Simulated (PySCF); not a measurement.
1,1-difluorobuta-1,3-diene (C4H4F2), SMILES C(F)(F)=CC=C.

The structure is a stationary point at PBE0-D3(BJ)/def2-SVP. The values are those of a single conformer.

Two levels are set side by side: TDDFT-PBE/def2-SVPD (PySCF) and TDDFT-M06-2X/def2-SVPD (PySCF). Vertical, same geometry. The lowest singlet is HOMO→LUMO 93 % with PBE and HOMO→LUMO 99 % with the other functional; states are paired by order. Differences are taken from unrounded values.

```csv
quantity,TDDFT-PBE
lowest singlet excitation (eV),5.58
lowest triplet excitation (TDA) (eV),3.23
first bright state (f over 0.05) (eV),5.58
its oscillator strength,0.56
```

Q: These are the TDDFT-PBE values. What does TDDFT-M06-2X give? (The exact figures need the calculation; the answer reports its results.)

A: 
| quantity | TDDFT-M06-2X | TDDFT-PBE minus TDDFT-M06-2X |
|---|---|---|
| lowest singlet excitation (eV) | 6.02 | -0.43 |
| lowest triplet excitation (TDA) (eV) | 3.53 | -0.31 |
| first bright state (f over 0.05) (eV) | 6.02 | -0.43 |
| its oscillator strength | 0.68 | -0.12 |

A lower first singlet is the usual sign of a functional without exact exchange. Differences between two approximate levels are no errors against the true value.

Rough cost on one machine, each run with all the roots and properties that it gave: TDDFT-M06-2X against TDDFT-PBE about 10 times.
